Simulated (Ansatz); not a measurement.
Geometry optimisation, RKS r2SCAN-D4/def2-SVP in Ansatz 0.2.0.

The input (input.yaml):

```yaml
crystal:
  periodic: [false, false, false]
  atoms:
    - { symbol: B, position_ang: [0.034577, -0.164731, 0.268171] }
    - { symbol: "N", position_ang: [0.027331, -0.239917, 1.746605] }
    - { symbol: H, position_ang: [-0.800358, -0.56933, 2.234354] }
    - { symbol: H, position_ang: [0.887073, -0.341819, 2.274811] }
    - { symbol: H, position_ang: [1.056858, -0.026535, -0.349629] }
    - { symbol: F, position_ang: [-1.129233, -0.338699, -0.352258] }
    - { symbol: F, position_ang: [-0.286357, 2.33397, 0.437538] }
    - { symbol: H, position_ang: [-0.247991, 1.94546, 1.279109] }
basis:
  gaussian: { orbitals: def2-SVP }
hamiltonian:
  xc: r2scan
  dispersion: d4
relax:
  f_tol: 0.03
  max_steps: 50
output:
  orbitals: {}
```

Command:

```bash
$ ansatz run input.yaml --threads 2 --pin off --max-ram 3072MiB --backend cpu --events-out ev --progress --plain --runs-dir out
```

Question: Where does it end, and by what steps?

Answer: It converged. After 6 steps the energy has fallen by 0.162 eV; F7 moved furthest, 0.36 Å.

```json
{"step": "0", "energy less start (eV)": "0.0000", "largest force component (eV/Å)": "2.086", "accepted": "yes"}
{"step": "1", "energy less start (eV)": "-0.1020", "largest force component (eV/Å)": "1.035", "accepted": "yes"}
{"step": "2", "energy less start (eV)": "-0.1325", "largest force component (eV/Å)": "0.862", "accepted": "yes"}
{"step": "3", "energy less start (eV)": "-0.1554", "largest force component (eV/Å)": "0.241", "accepted": "yes"}
{"step": "4", "energy less start (eV)": "-0.1606", "largest force component (eV/Å)": "0.110", "accepted": "yes"}
{"step": "5", "energy less start (eV)": "-0.1616", "largest force component (eV/Å)": "0.090", "accepted": "yes"}
{"step": "6", "energy less start (eV)": "-0.1618", "largest force component (eV/Å)": "0.013", "accepted": "yes"}
```

```xyz
8
Properties=species:S:1:pos:R:3
B 0.040 -0.257 0.236
N 0.010 -0.126 1.646
H -0.824 -0.366 2.175
H 0.863 -0.145 2.195
H 1.072 -0.168 -0.376
F -1.106 -0.481 -0.400
F -0.307 2.463 0.776
H -0.207 1.679 1.287
```

Time of the run: 11 s on 2 threads of Intel(R) Xeon(R) Platinum 8488C (Sapphire Rapids), with other jobs on the host, peak memory 0.17 GiB.
